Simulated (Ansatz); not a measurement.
A calculation with Ansatz (development build ahead of 0.2.0).

```yaml
crystal:
  periodic: [false, false, false]
  atoms:
    - { symbol: Be, position_ang: [0.0, 0.0, 0.0] }
    - { symbol: B, position_ang: [0.7236, 0.9648, 2.08886] }
basis:
  gaussian: { orbitals: "6-31G" }
magnetization:
  initial_magnetization: 3
hamiltonian:
  xc: hf
correlation:
  method: fci
  frozen_orbitals: { B: 1, Be: 0 }
```

The input is written out in the form of the current development build from the run's settings.

The run gave:

- Converged: yes
- Total energy: -39.14011 hartree
- State: lowest quartet root, of any spatial symmetry

Caution: another spin multiplicity may lie lower.
